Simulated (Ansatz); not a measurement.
Ag₄O₃⁻. Total charge -1; doublet. Geometry PBE-D4/def2-SVPD; atoms count from 1.

Cartesian coordinates in Å:
```
Ag 0.563 0.459 1.812
Ag 0.973 -1.048 -0.481
Ag -0.063 0.685 -2.562
Ag -1.478 0.298 -0.060
O 2.174 -0.645 1.191
O -1.317 1.272 1.791
O -0.852 -1.022 -1.691
```

In the def2 sets Ag takes a core potential; there is no spin–orbit coupling. The charge -1 doublet is spin-contaminated (final ⟨S²⟩ up to 0.91, 0.75 for a pure state). Another isomer (doublet) lies 0.76 eV lower at PBE0-D4/def2-TZVPD; other spin states weren't run for this one.

Problem. Estimate the Mulliken populations from the PBE0/def2-TZVPD orbitals of Ansatz.

Solution. 
```csv
atom,charge (e),spin (α − β),d electrons
Ag1,0.42,0.02,9.64
Ag2,0.70,-0.01,9.73
Ag3,0.22,0.06,9.87
Ag4,0.70,-0.01,9.73
O5,-0.93,0.56,–
O6,-0.93,0.56,–
O7,-1.19,-0.16,–
```
Mulliken values depend strongly on the basis. With diffuse functions, as here, like atoms can get unlike values, and bond orders can come out too low or too high.

Problem. Where does the spin sit?

Solution. Summed by element: Ag 0.05, O 0.95, of 1 unpaired in all. Largest on single atoms: O6 0.56, O5 0.56, O7 -0.16.

Problem. And the Mayer bond orders between heavy atoms (over 0.3)?

Solution. Ag1–O5 0.50 (2.05 Å); Ag1–O6 0.50 (2.05 Å); Ag2–O5 0.34 (2.10 Å); Ag3–O7 0.60 (2.07 Å); Ag4–O6 0.34 (2.10 Å).
